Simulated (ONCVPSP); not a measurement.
# Potentials for W compared

Generated with ld1.x 7.5 (TM, RRKJ, ultrasoft, PAW), atompaw 4.2 or ONCVPSP 4.0.1. The cutoff is in Ry: for ld1.x and atompaw files where the sum of valence levels is converged to 10 mRy in a Bessel basis, for ONCV files where the hardest occupied wave has 1 mHa per electron of residual kinetic energy. The error is the largest all-electron minus pseudo excitation energy over each file’s own four to seven test configurations (ionisations up to +4, promotions, holes and added fractions of an electron), all of which were solved. The labels leave out finer settings (local radius, basis sizes, second energies), which also bear on the numbers. Spin-polarised tests are not counted. The rows are a selection from randomly drawn settings: files with unsolved tests, undetermined cutoffs or missed reference levels are left out.

A true bound ghost makes a file unfit for plane-wave use even where its test errors are small: the radial tests pick states by their node count and pass the ghost by.

| potential | cutoff (Ry) | largest error (meV) | bound ghosts |
| --- | --- | --- | --- |
| ONCV, PBE, scalar-relativistic, rc 1.80/1.85/2.30/0.55 (spdf), local f, core correction no, reference 4f14 5s2 5p6 5d4 6s1 6p1, qcut 7.5/8.3/5.6/22.5, projectors 2/2/2/0 | 1304 | -313 | s, p, d |
| ONCV, PBE, scalar-relativistic, rc 1.70/1.40/2.50/2.50 (spdf), local smoothed, core correction no, reference 5s2 5p6 5d4 6s2, qcut 9.2/6.7/7.4/4.8, projectors 2/3/3/2 | 50 | -2.0 | none |
| ONCV, LDA (Perdew-Zunger), scalar-relativistic, rc 1.65/2.10/2.85 (spd), local smoothed, core correction yes, reference 5s2 5p6 5d4 6s2, qcut 5.7/7.8/4.7, projectors 2/2/2 | 30 | +28 | none |
| ONCV, PBE, fully relativistic, rc 1.75/1.25/1.85 (spd), local smoothed, core correction yes, reference 5s2 5p6 5d4 6s1, qcut 6.1/6.8/6.1, projectors 2/2/1 | 79 | -286 | none |
| ONCV, PBE, fully relativistic, rc 2.55/1.30/2.45 (spd), local smoothed, core correction no, reference 5p6 5d4 6s1.5, qcut 2.2/5.5/6.6, projectors 2/2/2 | 211 | -4.2 | s |
| ONCV, PW91, scalar-relativistic, rc 2.00/1.70/2.60 (spd), local smoothed, core correction yes, reference 5s2 5p6 5d4.5 6s1.5, qcut 7.2/8.4/6.1, projectors 2/2/2 | 44 | -146 | none |

Q: Fill in the row for W: ONCV, PBEsol, scalar-relativistic, rc 1.60/2.45/2.55/0.80 (spdf), local smoothed, core correction no, reference 4f14 5s2 5p6 5d4 6s1.5 6p0.5, qcut 8/5.3/5.6/24.8, projectors 2/2/2/1.

A: cutoff 472 Ry, largest error +14 meV, bound ghosts: s.
